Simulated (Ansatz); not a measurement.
Abridged output of a molecular run in Ansatz:

```
Functional definition: HF
1067 factors; integrals over basis functions are off by at most 1.5e-3 eV
mean field evaluation 1: about -11957.2501 eV, gradient 2.8e1 eV
mean field evaluation 2: about -11957.4519 eV, gradient 2.8e1 eV
mean field evaluation 4: about -11959.6427 eV, gradient 3.3e0 eV
mean field evaluation 8: about -11959.6895 eV, gradient 2.7e-1 eV
mean field evaluation 16: about -11959.6902 eV, gradient 2.9e-6 eV
mean field -11959.69016485 eV, -439.5105069890 hartree, gradient 2.9e-6 eV, S^2 0.000000; 0 other end points of the search recorded, 0 dependent functions left out; unrestricted orbitals would lower it
8 core orbitals not correlated: weight in the atoms' cores, before any rotation towards them, 1.000 or more for the frozen orbitals, at most 0.000 for the correlated occupied ones
reference -11959.69016485 eV, -439.5105069890 hartree; 10, 10 occupied and 159, 159 virtual orbitals, 1067 factors
second order -15.45722595 eV of doubles, -0.00000000 eV of singles
cycle   1  -15.75972059 eV  change   -3.0e-1 eV  update   1.0e-1
cycle   2  -16.18315808 eV  change   -4.2e-1 eV  update   3.3e-2
cycle   3  -16.28839590 eV  change   -1.1e-1 eV  update   1.8e-2
cycle   4  -16.27839461 eV  change    1.0e-2 eV  update   4.8e-3
cycle   5  -16.27518062 eV  change    3.2e-3 eV  update   2.3e-3
cycle   6  -16.27595327 eV  change   -7.7e-4 eV  update   9.1e-4
cycle   7  -16.27584472 eV  change    1.1e-4 eV  update   4.8e-4
cycle   8  -16.27581476 eV  change    3.0e-5 eV  update   1.6e-4
cycle   9  -16.27592171 eV  change   -1.1e-4 eV  update   5.8e-5
cycle  10  -16.27592070 eV  change    1.0e-6 eV  update   1.8e-5
perturbative correction -0.72587206 eV, -0.0266753062 hartree
Total energy: -11976.69195760 eV, -440.1353113486 hartree
```

Its atoms:

```xyz
7

F     0.1701    2.4489    0.1523
B     0.6402    1.2707    0.0264
B     1.0326   -0.2077   -0.1127
Si   -0.7357   -0.7614    0.0176
H     2.0256   -0.8392   -0.2503
H    -1.2974   -2.1377   -0.0237
H    -1.8354    0.2264    0.1904
```

Q: Which basis set was used?
A. def2-TZVPP
B. def2-QZVPP
C. def2-TZVPPD
D. cc-pV(Q+d)Z

A: A. It gives 177 functions.

Q: Write the keys of the input that set method, charge and spin (a neutral closed shell needs none for the last two).

A: 
```yaml
correlation: {method: ccsd_t}
```
